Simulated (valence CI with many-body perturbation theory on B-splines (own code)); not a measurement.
# E1 transitions of Mo XXXVIII

Method: valence CI with perturbative core correlation (CI+MBPT): three valence electrons over a frozen Dirac-Fock core [He], a basis of 11 s, 11 p, 9 d, 7 f, 5 g, 2 h, 1 i functions for each j, with the one-electron correlation potential Σ1, the two-electron term Σ2, the three-electron term Σ3, Breit, model QED; selected CI, second order for the rest (own B-spline code, finite nucleus).

No measured spectrum was set against this ion. As an estimate, large intervals hold to a few tenths of a per cent, small ones and those within an open d or f shell to about a per cent.

Lines 151 to 200 of 267 in falling wavelength, among levels below 27558 × 10³ cm⁻¹, chosen from the strongest by gf and those to the six lowest levels. Wavelengths and rates use the calculated energies. Electric multipoles are in the length gauge, E1 and E2 with the static RPA response of the core. Weak lines are less certain than strong ones. Lines between different terms over intervals too small for the method are left out, as are lines whose strength nearly cancels. The highest levels of a list are the least certain.

Levels are named by their leading jj configuration (3d3/2^4 stands for four electrons in 3d with j = 3/2), which in mixed levels can hold well under half, so a name can repeat and another be missing. Letters in brackets count levels of one name in rising energy.

```csv
λ vac (Å),Upper,Lower,A (s⁻¹),S (a.u.)
4.189,(2s^2 3s) J=1/2,(2s^2 2p1/2) J=1/2,6.57e+12,4.76e-04
4.188,(2s^2 3d5/2) J=5/2,(2s^2 2p3/2) J=3/2,1.51e+14,3.28e-02
4.186,(2p1/2^2 3p1/2) J=1/2,(2s 2p1/2 2p3/2) J=3/2 [b],1.27e+12,9.23e-05
4.183,(2s 2p1/2 3d5/2) J=5/2 [a],(2s 2p1/2 2p3/2) J=3/2 [a],4.26e+13,9.24e-03
4.181,(2s 2p1/2 3d3/2) J=1/2,(2s 2p1/2 2p3/2) J=3/2 [a],5.25e+12,3.79e-04
4.181,(2s 2p1/2 3d3/2) J=3/2 [b],(2s 2p1/2 2p3/2) J=3/2 [a],2.52e+13,3.64e-03
4.177,(2s 2p1/2 3p1/2) J=3/2,(2s^2 2p3/2) J=3/2,3.73e+12,5.37e-04
4.170,(2s 2p3/2 3s) J=3/2 [a],(2s 2p1/2 2p3/2) J=3/2 [a],1.45e+12,2.08e-04
4.160,(2s 2p1/2 3d5/2) J=3/2,(2s 2p1/2 2p3/2) J=3/2 [a],6.35e+11,9.03e-05
4.159,(2s 2p1/2 3d5/2) J=5/2 [b],(2s 2p1/2 2p3/2) J=3/2 [a],1.30e+13,2.78e-03
4.158,(2s 2p3/2 3d3/2) J=5/2 [b],(2s 2p3/2^2) J=5/2,1.01e+13,2.15e-03
4.150,(2s 2p3/2 3d5/2) J=7/2 [b],(2s 2p3/2^2) J=5/2,6.27e+13,1.77e-02
4.130,(2p1/2 2p3/2 3d3/2) J=3/2 [a],(2p1/2^2 2p3/2) J=3/2,2.44e+13,3.39e-03
4.128,(2p1/2 2p3/2 3d3/2) J=5/2,(2p1/2^2 2p3/2) J=3/2,1.17e+13,2.43e-03
4.125,(2s 2p3/2 3d3/2) J=5/2 [a],(2s 2p1/2 2p3/2) J=3/2 [b],3.99e+11,8.29e-05
4.120,(2s 2p3/2 3d3/2) J=1/2 [a],(2s 2p1/2 2p3/2) J=3/2 [b],1.25e+12,8.60e-05
4.119,(2s 2p1/2 3p3/2) J=5/2,(2s^2 2p3/2) J=3/2,1.95e+12,4.03e-04
4.114,(2s 2p1/2 3p3/2) J=3/2 [b],(2s^2 2p3/2) J=3/2,5.18e+11,7.13e-05
4.108,(2p1/2 2p3/2 3d5/2) J=5/2 [a],(2p1/2^2 2p3/2) J=3/2,7.67e+13,1.57e-02
4.106,(2s 2p3/2 3d5/2) J=3/2 [a],(2s 2p1/2 2p3/2) J=1/2,2.11e+13,2.88e-03
4.106,(2p1/2 2p3/2 3d5/2) J=3/2,(2p1/2^2 2p3/2) J=3/2,1.23e+13,1.68e-03
4.105,(2s 2p3/2 3d5/2) J=5/2 [a],(2s 2p1/2 2p3/2) J=3/2 [b],1.23e+12,2.53e-04
4.099,(2s 2p3/2 3d5/2) J=3/2 [a],(2s 2p1/2 2p3/2) J=3/2 [b],9.72e+12,1.32e-03
4.096,(2p1/2 2p3/2 3d5/2) J=5/2 [b],(2p1/2^2 2p3/2) J=3/2,4.91e+13,9.99e-03
4.093,(2p1/2 2p3/2 3d3/2) J=3/2 [b],(2p1/2^2 2p3/2) J=3/2,1.38e+14,1.87e-02
4.093,(2s 2p1/2 3d3/2) J=3/2 [a],(2s 2p1/2^2) J=1/2,1.24e+13,1.68e-03
4.082,(2s 2p3/2 3d5/2) J=1/2,(2s 2p1/2 2p3/2) J=3/2 [b],8.36e+11,5.61e-05
4.072,(2s 2p3/2 3d3/2) J=5/2 [a],(2s 2p1/2 2p3/2) J=5/2,9.28e+13,1.86e-02
4.070,(2s 2p3/2 3d3/2) J=7/2,(2s 2p1/2 2p3/2) J=5/2,1.30e+14,3.45e-02
4.069,(2s 2p3/2 3d3/2) J=3/2 [a],(2s 2p1/2 2p3/2) J=5/2,4.31e+13,5.73e-03
4.061,(2s 2p1/2 3d3/2) J=1/2,(2s 2p1/2^2) J=1/2,2.22e+14,1.47e-02
4.061,(2s 2p1/2 3d3/2) J=3/2 [b],(2s 2p1/2^2) J=1/2,1.46e+14,1.93e-02
4.058,(2s 2p3/2 3d3/2) J=3/2 [b],(2s 2p1/2 2p3/2) J=1/2,7.54e+13,9.94e-03
4.054,(2s 2p3/2 3d3/2) J=5/2 [b],(2s 2p1/2 2p3/2) J=3/2 [b],1.65e+14,3.25e-02
4.054,(2s 2p3/2 3d5/2) J=5/2 [a],(2s 2p1/2 2p3/2) J=5/2,3.33e+12,6.56e-04
4.051,(2s 2p3/2 3d3/2) J=3/2 [b],(2s 2p1/2 2p3/2) J=3/2 [b],3.84e+13,5.04e-03
4.051,(2p1/2 2p3/2 3p1/2) J=1/2,(2s 2p1/2 2p3/2) J=3/2 [b],1.90e+12,1.25e-04
4.050,(2s 2p3/2 3d3/2) J=1/2 [b],(2s 2p1/2 2p3/2) J=1/2,9.16e+13,6.01e-03
4.047,(2p1/2^2 3p3/2) J=3/2,(2s 2p1/2 2p3/2) J=3/2 [a],4.36e+11,5.71e-05
4.044,(2p1/2 2p3/2 3p1/2) J=3/2 [a],(2s 2p1/2 2p3/2) J=3/2 [b],6.07e+12,7.93e-04
4.043,(2s 2p3/2 3d3/2) J=1/2 [b],(2s 2p1/2 2p3/2) J=3/2 [b],1.60e+13,1.05e-03
4.041,(2s 2p3/2 3d3/2) J=5/2 [a],(2s 2p1/2 2p3/2) J=3/2 [a],6.36e+13,1.24e-02
4.041,(2s 2p1/2 3d5/2) J=3/2,(2s 2p1/2^2) J=1/2,5.59e+12,7.28e-04
4.040,(2s 2p3/2 3d5/2) J=7/2 [a],(2s 2p1/2 2p3/2) J=5/2,1.48e+13,3.85e-03
4.040,(2s^2 3d3/2) J=3/2,(2s^2 2p1/2) J=1/2,1.50e+14,1.95e-02
4.038,(2s 2p3/2 3d3/2) J=3/2 [a],(2s 2p1/2 2p3/2) J=3/2 [a],1.14e+14,1.48e-02
4.037,(2s 2p3/2 3d3/2) J=1/2 [a],(2s 2p1/2 2p3/2) J=3/2 [a],1.53e+14,9.90e-03
4.035,(2s 2p3/2 3d5/2) J=5/2 [b],(2s 2p1/2 2p3/2) J=3/2 [b],3.82e+12,7.44e-04
4.033,(2s 2p1/2 3p1/2) J=1/2 [a],(2s^2 2p1/2) J=1/2,1.48e+13,9.60e-04
4.031,(2s 2p3/2 3d5/2) J=3/2 [b],(2s 2p1/2 2p3/2) J=3/2 [b],1.22e+12,1.58e-04
```
